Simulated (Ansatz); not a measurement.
`[NH2][AlH][SiH3]` + CH₃NH₂ → `C[NH][AlH][NH2]` + SiH₄ at 400 K and 1 bar (cleavage of the Al–Si bond).

Calculated with Ansatz (gas phase, PBE0-D4/def2-TZVP geometries, no zero-point term in ΔE). CCSD(T)/CBS is the MP2 limit (def2-TZVPP, def2-QZVPP) plus CCSD(T) − MP2 in def2-TZVPP, frozen cores. This one scheme is used for every species. One conformer a species, not always the lowest.

| species | CCSD(T)/CBS energy (Eh) | H − E (kJ/mol) | S (J/(mol·K)) |
| --- | --- | --- | --- |
| `[NH2][AlH][SiH3]` | -589.42853 | 180.5 | 361.0 |
| CH₃NH₂ | -95.75281 | 185.4 | 256.0 |
| `C[NH][AlH][NH2]` | -393.74880 | 260.3 | 368.9 |
| SiH₄ | -291.46306 | 96.9 | 218.6 |

H − E and S are ideal-gas, rigid-rotor, harmonic terms from PBE0-D4/def2-TZVP, for one conformer and one mirror image of each species. 1 Eh = 2625.50 kJ/mol, R = 8.31446 J/(mol·K).

Task: By hand: ΔE, ΔH, ΔS and ΔG.

Result: ΔE = (-393.74880) + (-291.46306) − (-589.42853) − (-95.75281) = -0.03052 Eh = -80.1 kJ/mol. Δ(H − E) = 260.3 + 96.9 − 180.5 − 185.4 = -8.7, so ΔH = -88.8 kJ/mol. ΔS = 368.9 + 218.6 − 361.0 − 256.0 = -29.5 J/(mol·K). ΔG = -88.8 − 400 × (-29.5)/1000 = -77.0 kJ/mol.

Task: By hand: the equilibrium constant, and the temperature at which ΔG would vanish if ΔH and ΔS stayed fixed.

Result: log₁₀ K = −ΔG/(RT ln 10) = 10.1. ΔG = 0 at ΔH/ΔS = 3010 K, far beyond where these terms or the molecules hold.

ΔH outweighs TΔS. A doubt of 5 kJ/mol in ΔE shifts log₁₀ K by 0.7 here. Other conformers and mirror images would add mixing entropy, several J/(mol·K) or more a flexible species. Modes under 60 cm⁻¹, often nearly free rotors, make the harmonic entropy too high. These are equilibria of isolated gas molecules and say nothing of rates. Largest T1 diagnostic: 0.013 (customary marks: 0.02 for closed shells, 0.045 for open ones).
